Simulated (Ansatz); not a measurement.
Species: [Ti(F)3(NH2)] (charge 0, multiplicity 1).

Task: Give a relaxed geometry from r2SCAN-D4/def2-SVP (Ansatz, a quantum-chemistry and plane-wave program).

Result: One answer among several that fit: the end point of this relaxation, one of several conformers.
Z-matrix (Å, degrees):
```
Ti
F 1 1.7442
F 1 1.7470 2 114.43
F 1 1.7540 2 109.36 3 120.28
N 1 1.8532 2 107.50 4 119.44
H 5 1.0196 1 124.72 2 -21.27
H 5 1.0197 6 110.51 1 176.87
```
